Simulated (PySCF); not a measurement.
Cl2Ge, neutral, multiplicity 1.

```xyz
3

Ge     0.0000     0.0000     0.7225
Cl     0.0000     1.6711    -0.6800
Cl     0.0000    -1.6711    -0.6800
```

Geometry: PBE0-D3(BJ)/def2-TZVP. The isomer is the one that the SMILES or the coordinates give; other isomers of the formula were not compared.

Calculation: HF/pcSseg-2 (PySCF). Non-relativistic, no solvent.

**Question.** Give the absolute GIAO shielding of each atom: isotropic value and principal components (ppm). (An estimate is asked for; the answer gives what the named calculation found.)

**Answer.** 
| atom | σ(iso) | σ11 | σ22 | σ33 | span |
|---|---|---|---|---|---|
| Ge1 | 1048.8 | 266.4 | 1340.4 | 1539.7 | 1273.4 |
| Cl2 | 579.5 | 30.6 | 796.9 | 910.9 | 880.3 |
| Cl3 | 579.5 | 30.6 | 796.9 | 910.9 | 880.3 |
